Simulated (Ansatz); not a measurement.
`NCB1C=N1` + H₂ → `CB1C=N1` + NH₃ at 298.15 K and 1 bar (hydrogenolysis of a C–N bond).

Calculated with Ansatz (gas phase, PBE0-D4/def2-TZVP geometries, no zero-point term in ΔE). CBS: MP2 limit from def2 TZ/QZ plus the TZ coupled-cluster correction, frozen cores. This one scheme is used for every species. Each species was taken in one conformer, which may not be the lowest.

| species | CCSD(T)/CBS energy (Eh) | H − E (kJ/mol) | S (J/(mol·K)) |
| --- | --- | --- | --- |
| `NCB1C=N1` | -213.25848 | 221.8 | 318.3 |
| H₂ | -1.17544 | 35.1 | 130.4 |
| `CB1C=N1` | -157.97004 | 170.6 | 294.5 |
| NH₃ | -56.50880 | 100.5 | 192.4 |

H − E and S are ideal-gas, rigid-rotor, harmonic terms from PBE0-D4/def2-TZVP, for one conformer and one mirror image of each species. The MP2-based limit puts H₂ 0.8 mEh under its directly extrapolated value; such offsets cancel only in part. 1 Eh = 2625.50 kJ/mol, R = 8.31446 J/(mol·K).

Question: By hand: ΔE, ΔH, ΔS and ΔG.

Answer: ΔE = (-157.97004) + (-56.50880) − (-213.25848) − (-1.17544) = -0.04492 Eh = -117.9 kJ/mol. Δ(H − E) = 170.6 + 100.5 − 221.8 − 35.1 = 14.2, so ΔH = -103.7 kJ/mol. ΔS = 294.5 + 192.4 − 318.3 − 130.4 = 38.2 J/(mol·K). ΔG = -103.7 − 298.15 × (38.2)/1000 = -115.1 kJ/mol.

Question: By hand: the equilibrium constant, and the temperature at which ΔG would vanish if ΔH and ΔS stayed fixed.

Answer: log₁₀ K = −ΔG/(RT ln 10) = 20.2. ΔH and −TΔS have one sign here, so there is no such temperature.

ΔH outweighs TΔS. A doubt of 5 kJ/mol in ΔE shifts log₁₀ K by 0.9 here. Other conformers and mirror images would add mixing entropy, several J/(mol·K) or more a flexible species. Modes under 60 cm⁻¹, often nearly free rotors, make the harmonic entropy too high. These are equilibria of isolated gas molecules and say nothing of rates. Largest T1 diagnostic: 0.011 (customary marks: 0.02 for closed shells, 0.045 for open ones).
